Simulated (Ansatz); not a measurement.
`O[SiH2]O[SiH2]S` + NH₃ → `N[SiH2]S` + `O[SiH2]O`  (ligand exchange at the Si–O bond)

Isolated molecules relaxed with PBE0-D4/def2-TZVP in Ansatz; ΔE leaves out vibrations. CCSD(T)/CBS is the MP2 limit (def2-TZVPP, def2-QZVPP) plus CCSD(T) − MP2 in def2-TZVPP, frozen cores. This one scheme is used for every species. DFT in def2-TZVPP. One conformer a species, not always the lowest.

```
             level  ΔE (kJ/mol)
            B2PLYP         64.1
              BLYP         58.0
            r2SCAN         64.4
     CCSD/def2-SVP         68.3
    MP2/def2-TZVPP         67.3
   CCSD/def2-TZVPP         67.1
CCSD(T)/def2-TZVPP         67.7
     MP2/CBS(def2)         66.8
```

Task: What does CCSD(T)/CBS give? (Estimate.)

Result: Ansatz gave: +67.3 kJ/mol. The listed levels differ from it by -3.2, -9.3, -2.9, 1.0, 0.0, -0.2, 0.4, -0.5 kJ/mol.

Largest T1 diagnostic among the species: 0.012.

The D4 term adds +9.2 kJ/mol with B3LYP and +5.5 kJ/mol with PBE0; it sums over pairs of atoms, weighted by their polarisabilities, and B3LYP, whose exchange is more repulsive, gets the larger term. Leaving LDA and LC-ωPBE aside and taking each functional with its dispersion term where it has one, the values, not all of them listed here, spread over 12.3 kJ/mol, from PBE-D4 to BHLYP-D4. From BLYP to BHLYP (50 % exact exchange), in def2-TZVPP and without D4, ΔE moves by +6.4 kJ/mol.

B3LYP here is the variant with VWN-RPA as its local correlation; programs differ in this.
